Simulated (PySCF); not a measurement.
C₈H₉O (charge -1).
Atom-mapped SMILES: `[CH3:1][CH2:2][c:3]1[cH:4][cH:5][cH:6][c:7]([O-:8])[cH:9]1`

NICS = −σ at a ghost point: NICS(0) at the centroid of the ring atoms, NICS(1) 1 Å to either side along the normal of their mean plane, zz for the tensor component along that normal. Level: GIAO PBE0/pcSseg-1 (PySCF, non-relativistic, gas phase) on the GFN2-xTB geometry, one conformer.

Ring bond lengths (Å), with Mayer bond orders in brackets: C3–C4 1.394 (1.36), C4–C5 1.389 (1.38), C5–C6 1.372 (1.48), C6–C7 1.432 (1.22), C7–C9 1.432 (1.21), C9–C3 1.375 (1.43).

Problem. Give the NICS values of each ring in ppm.

Solution. 
```json
{"ring": "C3–C4–C5–C6–C7–C9", "type": "6-membered carbocycle; formal bonds all aromatic", "NICS(0)": "-5.1", "NICS(1), two faces": "-7.2 / -7.3", "NICS(1)zz, two faces": "-16.4 / -17.0", "rms pucker (Å)": "0.00", "centre to ring atoms, mean (Å)": "1.40"}
```

Problem. What can be read from them?

Solution. 
- C3–C4–C5–C6–C7–C9: mean NICS(1)zz -16.7 ppm, shielded.

Problem. How equal are the bonds by HOMA? Use HOMA with the parameters of Krygowski (1993).

Solution. 
- C3–C4–C5–C6–C7–C9: HOMA 0.81 = 1 − EN − GEO, with mean bond length 1.399 Å, EN = α(Ropt − mean)² = 0.031 and GEO = α × variance = 0.154.

Problem. At the first NICS(1) probe listed for ring C3–C4–C5–C6–C7–C9, 1 Å off the ring, what do the in-plane components average?

Solution. The isotropic value is a third of the trace: (3 × -7.2 − (-16.4))/2 = -2.6 ppm.

Problem. List the ring angles and the Hirshfeld charges of the ring atoms.

Solution. 
- C3–C4–C5–C6–C7–C9: C3 120.2° (-0.028 e), C4 118.8° (-0.145 e), C5 121.4° (-0.099 e), C6 122.2° (-0.133 e), C7 114.2° (+0.035 e), C9 123.2° (-0.129 e); sum 720.0° against 720° for a flat convex ring.

Time: 28 s. Hardware: one thread of an x86-64 server, on a shared host. This is the whole shielding run at PBE0/pcSseg-1, SCF included.

Shape of the structure used: `[CH3:1][CH2:2][c:3]1[cH:4][cH:5][cH:6][c:7]([O-:8])[cH:9]1`: C1–C2–C3–C4 -87°.
